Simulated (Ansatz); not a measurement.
## singlet Ca: levels of theory in one basis

A single Ca atom.

Basis set: 6-31G (spherical functions). Correlated methods keep 5 orbitals frozen. Charge 0, multiplicity 1.

Computed with Ansatz (development build ahead of 0.2.0); each method stands on the lowest determinant of its kind that the runs found.

| method | E − E(RHF) (eV) | <S²> of the determinant |
| --- | --- | --- |
| RHF | 0.00 | 0.00 |
| RHF-CCSD | -5.02 | – |

(1) What does RHF-CCSD(T) give on the same scale?

Answers

(1) -5.09 eV.
